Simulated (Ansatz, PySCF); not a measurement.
Process, species as SMILES: C[SiH](C)[SiH2]Cl -> C[SiH][SiH2]Cl + [CH3] (CH3) (the C-Si bond at the site shown breaks; other sites are not compared here)
Structures are relaxed separately at B3LYP-D3(BJ)/def2-TZVP in Ansatz (an electronic-structure program), one conformer each, not searched for the lowest. Frequencies are from Ansatz or PySCF.

Quantity: bond dissociation energy (enthalpy at 298 K, with B3LYP-D3(BJ) rigid-rotor harmonic-oscillator terms), in kcal/mol. Correlated levels leave the core frozen unless marked. Open shells are spin-unrestricted. Spin-orbit coupling is left out. Non-relativistic. CBS marks a two-point X^-3 extrapolation of the correlation energy; Hartree-Fock from the larger set.

```
level                       program  bond dissociation energy (kcal/mol)
-------------------  --------------  -----------------------------------
HF/STO-3G                    Ansatz                                 92.0
BLYP-D4/def2-TZVPD   Ansatz + dftd4                                 81.7
r2SCAN/def2-TZVPD            Ansatz                                 79.6
B3LYP-D4/def2-TZVPD  Ansatz + dftd4                                 83.2
```

Task: What does CCSD(T)/CBS(cc-pV(T+d)Z,cc-pV(Q+d)Z) (Ansatz) give?

Result: 87.7 kcal/mol, so B3LYP-D4/def2-TZVPD differs from it by -4.5 kcal/mol.
